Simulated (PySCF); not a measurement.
PySCF input (PBE0/def2-SVP):

```python
import numpy as np, basis_set_exchange as bse
from pyscf import gto, scf, dft, df

basis = {'C': gto.basis.parse(bse.get_basis('def2-SVP', elements=['C'], fmt='nwchem')), 'H': gto.basis.parse(bse.get_basis('def2-SVP', elements=['H'], fmt='nwchem')), 'Si': gto.basis.parse(bse.get_basis('def2-SVP', elements=['Si'], fmt='nwchem'))}
mol = gto.M(
    atom='''
    C    -1.11056998    0.02553653   -0.04779558
    Si    0.64940984   -0.11713465    0.02966460
    H    -1.69010245    0.94834355   -0.08800704
    H    -1.74251990   -0.86510146   -0.05979506
    H     1.00430453    1.40342380    0.01927110
    ''',
    basis=basis,
    charge=-1,
    verbose=4,
    max_memory=8640,
)
mf = dft.RKS(mol, xc='pbe0')
mf.grids.level = 3
mf = mf.density_fit(auxbasis='def2-universal-jkfit')
mf.conv_tol = 1e-9
mf.max_cycle = 100
print('smallest overlap eigenvalue', np.linalg.eigvalsh(mol.intor('int1e_ovlp'))[0])
mf.kernel()
dip = mf.dip_moment()
```

Output:

```
PySCF version 2.14.0

[INPUT] verbose = 4
[INPUT] num. atoms = 5
[INPUT] num. electrons = 24
[INPUT] charge = -1
[INPUT] spin (= nelec alpha-beta = 2S) = 0
[INPUT] symmetry False subgroup None
[INPUT] Mole.unit = angstrom
[INPUT] Symbol           X                Y                Z      unit          X                Y                Z       unit  Magmom
[INPUT]  1 C     -1.110569980000   0.025536530000  -0.047795580000 AA   -2.098673104364   0.048257047872  -0.090320556165 Bohr   0.0
[INPUT]  2 Si     0.649409840000  -0.117134650000   0.029664600000 AA    1.227206740198  -0.221352408197   0.056057969595 Bohr   0.0
[INPUT]  3 H     -1.690102450000   0.948343550000  -0.088007040000 AA   -3.193830752956   1.792109581498  -0.166309202634 Bohr   0.0
[INPUT]  4 H     -1.742519900000  -0.865101460000  -0.059795060000 AA   -3.292885377604  -1.634804829361  -0.112996287002 Bohr   0.0
[INPUT]  5 H      1.004304530000   1.403423800000   0.019271100000 AA    1.897860507360   2.652086618696   0.036417101119 Bohr   0.0

nuclear repulsion = 43.4374704331645
number of shells = 23
number of NR pGTOs = 81
number of NR cGTOs = 47
basis = {'C': [[0, [1238.4016938, 0.0054568832082], [186.29004992, 0.040638409211], [42.251176346, 0.18025593888], [11.676557932, 0.46315121755], [3.5930506482, 0.44087173314]], [0, [0.40245147363, 1.0]], [0, [0.13090182668, 1.0]], [1, [9.4680970621, 0.038387871728], [2.0103545142, 0.21117025112], [0.54771004707, 0.51328172114]], [1, [0.15268613795, 1.0]], [2, [0.8, 1.0]]], 'H': [[0, [13.010701, 0.019682158], [1.9622572, 0.13796524], [0.44453796, 0.47831935]], [0, [0.12194962, 1.0]], [1, [0.8, 1.0]]], 'Si': [[0, [6903.7118686, 0.0013373962995], [1038.4346419, 0.0099966546241], [235.8758148, 0.044910165101], [66.069385169, 0.1146363854], [20.247945761, 0.10280063858]], [0, [34.35348173, 0.07083728501], [3.6370788192, -0.43028836252], [1.4002048599, -0.41382774969]], [0, [0.20484414805, 1.0]], [0, [0.077994095468, 1.0]], [1, [179.83907373, 0.0061916656462], [41.907258846, 0.043399431982], [12.955294367, 0.15632019351], [4.4383267393, 0.29419996982], [1.5462247904, 0.23536823814]], [1, [0.35607612302, 1.0]], [1, [0.10008513762, 1.0]], [2, [0.35, 1.0]]]}
ecp = {}
smallest overlap eigenvalue 0.012723499236927253

******** <class 'pyscf.df.df_jk.DFRKS'> ********
method = DFRKS
initial guess = minao
damping factor = 0
level_shift factor = 0
DIIS = <class 'pyscf.scf.diis.CDIIS'>
diis_start_cycle = 1
diis_space = 8
diis_damp = 0
SCF conv_tol = 1e-09
SCF conv_tol_grad = None
SCF max_cycles = 100
direct_scf = False
XC library pyscf.dft.libxc version 7.1.2
    S. Lehtola, C. Steigemann, M. J. T. Oliveira, and M. A. L. Marques,  SoftwareX 7, 1–5 (2018)
XC functionals = pbe0
    C. Adamo and V. Barone,  J. Chem. Phys. 110, 6158 (1999)
    M. Ernzerhof and G. E. Scuseria,  J. Chem. Phys. 110, 5029 (1999)
radial grids:
    Treutler-Ahlrichs [JCP 102, 346 (1995); DOI:10.1063/1.469408] (M4) radial grids

becke partition: Becke, JCP 88, 2547 (1988); DOI:10.1063/1.454033
pruning grids: <function nwchem_prune>
grids dens level: 3
symmetrized grids: False
atomic radii adjust function: <function treutler_atomic_radii_adjust>
small_rho_cutoff = 0
Set gradient conv threshold to 3.16228e-05
Initial guess from minao.
tot grids = 62728
******** <class 'pyscf.df.df.DF'> ********
auxbasis = def2-universal-jkfit
init E= -328.891406266967
  HOMO = -0.22461255196009  LUMO = -0.0811870687862823  gap/eV = 3.90281
cycle= 1 E= -328.97084249524  delta_E= -0.0794  |g|= 0.491  |ddm|= 2.14
  HOMO = 0.0948158053270718  LUMO = 0.26706781305879  gap/eV = 4.68722
cycle= 2 E= -328.794017356972  delta_E= 0.177  |g|= 0.844  |ddm|= 1.61
  HOMO = 0.0317055515207674  LUMO = 0.205818508332426  gap/eV = 4.73785
cycle= 3 E= -329.045507248526  delta_E= -0.251  |g|= 0.119  |ddm|= 1.11
  HOMO = 0.00485808765569518  LUMO = 0.190499059598232  gap/eV = 5.05155
cycle= 4 E= -329.051504636902  delta_E= -0.006  |g|= 0.022  |ddm|= 0.265
  HOMO = 0.00711199651098626  LUMO = 0.193147159571748  gap/eV = 5.06227
cycle= 5 E= -329.051673598523  delta_E= -0.000169  |g|= 0.00396  |ddm|= 0.0438
  HOMO = 0.00745708305893444  LUMO = 0.193294612023676  gap/eV = 5.05690
cycle= 6 E= -329.051681062594  delta_E= -7.46e-06  |g|= 0.000813  |ddm|= 0.00985
  HOMO = 0.00755491630026617  LUMO = 0.193320611067914  gap/eV = 5.05494
cycle= 7 E= -329.051681316385  delta_E= -2.54e-07  |g|= 0.000184  |ddm|= 0.00197
  HOMO = 0.00754974455085966  LUMO = 0.193313699809268  gap/eV = 5.05489
cycle= 8 E= -329.051681327469  delta_E= -1.11e-08  |g|= 3.23e-05  |ddm|= 0.000266
  HOMO = 0.00754904491746666  LUMO = 0.193312550526639  gap/eV = 5.05488
cycle= 9 E= -329.051681327833  delta_E= -3.64e-10  |g|= 5.43e-06  |ddm|= 5.97e-05
  HOMO = 0.00754952019049382  LUMO = 0.193311935232157  gap/eV = 5.05485
Extra cycle  E= -329.051681327808  delta_E= 2.43e-11  |g|= 1.01e-05  |ddm|= 2.01e-05
converged SCF energy = -329.051681327808

WARN: System has nonzero charge -1; the dipole moment is origin-dependent.
Location of origin: [0. 0. 0.]

Dipole moment(X, Y, Z, Debye): -1.49733,  0.28498, -0.06865
```
